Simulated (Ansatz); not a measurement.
Basis sets compared for B(NH2tBu)Me3 (C7H20BN). Charge 0, multiplicity 1. Geometry r2SCAN-D4/def2-SVP. Ansatz on 4 threads of Arm Neoverse N1 on a shared host; times are rough, and most runs start from earlier orbitals.

```csv
atom,x (Å),y (Å),z (Å)
B1,0.700,-1.275,0.203
N2,-0.352,0.013,0.630
C3,-0.728,1.257,-0.131
C4,-1.734,2.030,0.731
C5,0.520,2.105,-0.360
C6,-1.371,0.864,-1.458
H7,-1.222,-0.482,0.857
H8,0.016,0.309,1.539
H9,-2.641,1.433,0.921
H10,-2.044,2.957,0.225
H11,-1.295,2.311,1.703
H12,1.026,2.340,0.592
H13,1.240,1.592,-1.009
H14,0.236,3.057,-0.834
H15,-0.654,0.355,-2.114
H16,-2.230,0.191,-1.304
H17,-1.736,1.767,-1.971
C18,2.202,-0.701,0.001
H19,2.542,-0.023,0.808
H20,2.377,-0.184,-0.960
H21,2.902,-1.556,0.013
C22,0.101,-2.051,-1.089
H23,0.610,-3.028,-1.169
H24,0.268,-1.545,-2.057
H25,-0.980,-2.281,-1.020
C26,0.574,-2.176,1.558
H27,-0.452,-2.543,1.760
H28,0.922,-1.661,2.475
H29,1.203,-3.078,1.460
```

Binding counts from free atoms (B doublet, N quartet, C triplet, H doublet) in the same basis, without a counterpoise term.

```tsv
level	functions	energy (Eh)	HOMO (eV)	LUMO (eV)	binding per atom (eV)	wall time
PBE-D4/def2-SVP	226	-357.6698	-5.77	-0.13	4.12	7 s
PBE0-D4/def2-SVP	226	-357.7499	-7.13	0.73	4.08	11 s
```

Question: Estimate the rows for PBE-D4/def2-TZVP, PBE0-D4/def2-TZVP (with forces).

Answer: 
| level | functions | energy (Eh) | HOMO (eV) | LUMO (eV) | binding per atom (eV) | wall time |
| --- | --- | --- | --- | --- | --- | --- |
| PBE-D4/def2-TZVP | 399 | -358.0589 | -5.95 | -0.60 | 4.08 | 12 s |
| PBE0-D4/def2-TZVP (with forces) | 399 | -358.1276 | -7.25 | 0.21 | 4.04 | 33 s |
